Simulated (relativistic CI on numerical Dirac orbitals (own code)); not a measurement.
# Radial parameters of Er XLVIII

Method of calculation: Dirac-Coulomb-Breit CI, orbitals from a KLI potential per configuration, a model potential for QED, unscaled Slater integrals (own radial code, finite nucleus).

Slater integrals F^k, G^k are unscaled and averaged over j, outside the closed core [Ne]; ζ comes from projecting the Hamiltonian with its Breit term on Σ l·s of the shell.

- 3s2 3p6 3d3: F^2(3d,3d) = 550920, F^4(3d,3d) = 356150, ζ(3d) = 160240 cm⁻¹; <r>(3d) = 0.1858, <r^2>(3d) = 0.03997 (bohr units).
- 3s2 3p5 3d4: ζ(3p) = 1.1862e+06, F^2(3d,3d) = 550080, F^4(3d,3d) = 355580, F^2(3p,3d) = 474010, G^1(3p,3d) = 501310, G^3(3p,3d) = 335840, ζ(3d) = 158840 cm⁻¹; <r>(3p) = 0.2087, <r^2>(3p) = 0.05043, <r>(3d) = 0.1861, <r^2>(3d) = 0.04008 (bohr units).
- 3s 3p6 3d4: F^2(3d,3d) = 549760, F^4(3d,3d) = 355370, G^2(3s,3d) = 382570, ζ(3d) = 159570 cm⁻¹; <r>(3s) = 0.2127, <r^2>(3s) = 0.05166, <r>(3d) = 0.1862, <r^2>(3d) = 0.04013 (bohr units).

**Question.** Give the Racah parameters of the d shell in 3s2 3p6 3d3.

**Answer.** B = F²/49 − 5F⁴/441 = 7205 cm⁻¹ and C = 35F⁴/441 = 28266 cm⁻¹.

Averages of the first 10 configurations, taken without configuration mixing, which lowers the lowest level and can move excited configurations by several eV; other configurations of the list can lie among them:

```tsv
Configuration	Parity	States	Average energy above the lowest level (eV)
3s2 3p6 3d3	even	120	94.6
3s2 3p5 3d4	odd	1260	467.4
3s 3p6 3d4	even	420	812.4
3s2 3p6 3d2 4s	even	90	1687.6
3s2 3p6 3d2 4p	odd	270	1818.1
3s2 3p6 3d2 4d	even	450	1966.4
3s2 3p5 3d3 4s	odd	1440	2050.8
3s2 3p6 3d2 4f	odd	630	2081.5
3s2 3p5 3d3 4p	even	4320	2181.6
3s 3p6 3d3 4s	even	480	2397.8
```
